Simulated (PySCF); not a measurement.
## Where the electron goes

Compound: butyl acetate, C6H12O2.
SMILES with atom numbers: `[CH3:1][CH2:2][CH2:3][CH2:4][O:5][C:6]([CH3:7])=[O:8]` (hydrogens: H9, H10, H11 on C1; H12, H13 on C2; H14, H15 on C3; H16, H17 on C4; H18, H19, H20 on C7)

Geometry (PBE0-D3(BJ)/def2-SVP, Å), atoms numbered from 1 in this order:
```xyz
20
C6H12O2 angstrom
C     -2.865   -0.264    0.375
C     -2.136    0.940   -0.208
C     -0.625    0.928    0.002
C      0.072   -0.220   -0.703
O      1.491   -0.096   -0.624
C      2.084   -0.606    0.463
C      3.576   -0.444    0.403
O      1.489   -1.148    1.358
H     -3.955   -0.156    0.272
H     -2.640   -0.383    1.446
H     -2.583   -1.203   -0.126
H     -2.541    1.861    0.242
H     -2.354    1.018   -1.289
H     -0.190    1.871   -0.368
H     -0.396    0.868    1.079
H     -0.158   -0.214   -1.779
H     -0.225   -1.188   -0.276
H      3.877    0.281   -0.362
H      4.024   -1.422    0.167
H      3.945   -0.144    1.392
```

Computed with PySCF, TDDFT B3LYP/def2-SVPD, vertical, gas phase, core orbitals frozen in the response.

Kohn–Sham orbitals with the atoms that hold most of them (Löwdin shares over 4%, at most four atoms; ? is withheld):

```json
{"orbital": "LUMO+2", "ε (eV)": "0.64", "atoms": "C7 15%, C1 10%, C2 9%, H20 7%"}
{"orbital": "LUMO+1", "ε (eV)": "0.43", "atoms": "C7 12%, C6 10%, C1 8%, C4 7%"}
{"orbital": "LUMO", "ε (eV)": "-0.03", "atoms": "?"}
{"orbital": "HOMO", "ε (eV)": "-7.74", "atoms": "O8 67%, O5 10%, C6 8%, C7 8%"}
{"orbital": "HOMO-1", "ε (eV)": "-8.32", "atoms": "?"}
{"orbital": "HOMO-2", "ε (eV)": "-9.08", "atoms": "C3 20%, C4 14%, C2 11%, H14 10%"}
{"orbital": "HOMO-3", "ε (eV)": "-9.27", "atoms": "C2 24%, C1 17%, H13 12%, C3 12%"}
```

Q: Which atoms hold the HOMO-1, and with what shares?

A: O5 (bonded to 2 C) 34%; O8 (bonded to C) 21%; C3 (bonded to 2 C and 2 H) 10%; C4 (bonded to C, O and 2 H) 10%. By element: oxygen 56%, carbon 20% or more.

Q: Which atoms hold the LUMO, and with what shares?

A: C6 (bonded to C and 2 O) 37%; O8 (bonded to C) 27%; O5 (bonded to 2 C) 14%; C7 (bonded to C and 3 H) 9%. By element: carbon 46% or more, oxygen 41%.

Q: How does S1 compare with the orbital gap of 7.71 eV?

A: S1 is at 5.88 eV (f = 0.0008), 1.83 eV below the gap, made of HOMO→LUMO (97%). 

Q: One configuration dominates each of S1, S2, S3, S5 and S6. Which, and how do the shares of the two leading atoms of either orbital change from the occupied to the empty one?

A: 
- S1 (5.88 eV, f 0.0008), HOMO→LUMO (97%): O8 67% → 27%, O5 10% → 14%, C6 8% → 37%; low, almost dark, from the terminal oxygen into the C=O bond, the pattern of n→π*
- S2 (7.30 eV, f 0.019), HOMO→LUMO+1 (81%): O8 67% → at most 8%, O5 10% → at most 8%, C7 8% → 12%, C6 8% → 10%
- S3 (7.61 eV, f 0.132), HOMO-1→LUMO (85%): O5 34% → 14%, O8 21% → 27%, C6 at most 10% → 37%
- S5 (7.89 eV, f 0.0026), HOMO-1→LUMO+1 (93%): O5 34% → at most 8%, O8 21% → at most 8%, C7 at most 10% → 12%, C6 at most 10% → 10%
- S6 (8.04 eV, f 0.0018), HOMO-2→LUMO (74%): C3 20% → at most 10%, C4 14% → at most 10%, C6 at most 10% → 37%, O8 at most 10% → 27%

Löwdin shares depend on the basis, the more so with diffuse functions.

Time: 5.2 min. Hardware: one thread, Arm Neoverse V1, shared host.

One conformer stands for the species.
